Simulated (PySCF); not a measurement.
Compound: C7H5NS.
SMILES with atom numbers: `[N:1]#[C:2][S:3][c:4]1[cH:5][cH:6][cH:7][cH:8][cH:9]1` (hydrogens: H10 on C5; H11 on C6; H12 on C7; H13 on C8; H14 on C9)

All values: wB97X-D/pcSseg-2 (PySCF, non-relativistic), on one gas-phase PBE0-D3(BJ)/def2-TZVP geometry that isn't relaxed in the solvent. The solvent is an IEF-PCM continuum (Bondi radii, 1.10 Å for H, scaled by 1.2). Specific hydrogen bonds and non-electrostatic terms are outside this model.

Gas phase at wB97X-D/pcSseg-2: HOMO -9.54 eV, LUMO 0.36 eV, dipole 4.75 D.

Q: What does the continuum do to the energy, the frontier levels and the dipole at wB97X-D/pcSseg-2 in chloroform?

A: 
| solvent | ε | E(solvent) − E(gas) (kcal/mol) | polarisation term (kcal/mol) | distortion of the solute (kcal/mol) | HOMO (eV) | LUMO (eV) | dipole (D) |
| --- | --- | --- | --- | --- | --- | --- | --- |
| chloroform | 4.711 | -4.86 | -5.60 | 0.74 | -9.53 | 0.55 | 5.75 |

The first energy column is the sum of the next two and covers electrostatics alone.

Q: Which radius a makes the point-dipole formula ΔE = −[(ε − 1)/(2ε + 1)]·μ²/a³ give the value in chloroform, with the gas-phase dipole?

A: μ = 1.868 au and |ΔE| = 0.00774 Eh give a = 2.88 Å; the farthest nucleus lies 4.02 Å from the centroid of the nuclei, so such a sphere wouldn't even hold the nuclei. The formula assumes a rigid point dipole at the centre of a sphere.

The values belong to the conformer `[N:1]#[C:2][S:3][c:4]1[cH:5][cH:6][cH:7][cH:8][cH:9]1`: C2–S3–C4–C5 -97°.

The pairwise dispersion term of wB97X-D wasn't added to the energies; at a given geometry it leaves orbitals and properties as they are.
